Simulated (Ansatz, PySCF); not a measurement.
Barrier from R1 to the saddle point P1, each structure at its B3LYP-D3(BJ)/def2-TZVP stationary point, reached from a drawn start; harmonic modes at that level show the others as minima.
R1, PH3 (SMILES P) (charge 0, multiplicity 1, Z-matrix in Å and degrees):
```
P
H 1 1.4188
H 1 1.4188 2 93.38
H 1 1.4188 2 93.38 3 93.59
```
P1, H3P, a first-order saddle point (one imaginary mode, 1100i cm⁻¹) (charge 0, multiplicity 1):
```xyz
4

P      0.00000     0.00000     0.00000
H      1.37996     0.00000     0.00000
H     -0.68998     1.19508     0.00000
H     -0.68998    -1.19508     0.00000
```

P less R. No zero-point or thermal terms. No path was followed down from the saddle.

Frozen-core correlation throughout.

Codes used: Ansatz (a quantum-chemistry and plane-wave program); PySCF for the D3/D4 terms. No computed number here is a measurement.

The comparison value is 33.47 kcal/mol (CCSD(T)/cc-pV(Q+d)Z). It is a level with limits of its own, not the exact answer.

### Question
Order these levels by how close they come to the comparison value for the barrier height, closest first: wB97X-V/def2-TZVPP, HF/cc-pV(D+d)Z, SVWN5/def2-TZVPP, BLYP-D3(BJ)/def2-TZVPP, r2SCAN-D3(BJ)/def2-TZVPP. Give each level's value less the comparison value.

### Answer
wB97X-V/def2-TZVPP (-0.25 kcal/mol), BLYP-D3(BJ)/def2-TZVPP (0.42 kcal/mol), r2SCAN-D3(BJ)/def2-TZVPP (-0.75 kcal/mol), SVWN5/def2-TZVPP (-1.73 kcal/mol), HF/cc-pV(D+d)Z (4.33 kcal/mol)
